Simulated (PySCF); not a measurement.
A made-up structure of BSiH₃Te, closed shell:

| atom | x (Å) | y (Å) | z (Å) |
| --- | --- | --- | --- |
| B1 | -0.5747 | -0.9694 | -0.3051 |
| Si2 | 0.6015 | 0.4610 | 0.2837 |
| Te3 | -1.6957 | 0.7901 | -0.6656 |
| H4 | 1.9075 | -0.0933 | 0.3430 |
| H5 | 1.7063 | 0.9963 | -0.5480 |
| H6 | 0.7543 | 0.8526 | 1.7054 |

It is relaxed with PBE-D4/def2-SVP and then PBE0-D4/def2-TZVP (PySCF 2.14 with density fitting (its default auxiliary sets; JK sets also for MP2 and CCSD(T))). Atoms count as bonded within 1.22 times the sum of their covalent radii (H–H: 0.88 Å). The end point is not checked to be a true minimum.

(1) Does its bonding change? (Judge from chemistry; the calculation decides.)

## Answers

(1) Computed: Yes. Formed: none; broken: Si2–Te3.

Where it ends: The first stage lowers the energy by 4.24 eV in 23 steps. It ends as BSiH₃Te ([SiH3][B][Te]):
```xyz
6
angstrom
B -0.7187 0.0788 -0.1738
Si 1.1580 0.4942 0.3235
Te -2.5464 -0.3253 -0.6586
H 1.9602 -0.7568 0.3222
H 1.7314 1.4504 -0.6590
H 1.1895 1.1004 1.6799
```

Labels in which every atom is bracketed show which atoms are joined, not bond orders.

For scale, one of the runs: PBE0-D4/def2-TZVP relaxation, 136 basis functions, launched by `OMP_NUM_THREADS=2 python run.py`. Time: 35 s of wall clock on 2 CPU threads of an AMD EPYC 7B13; the host was shared. Peak host memory: 1.2 GiB.
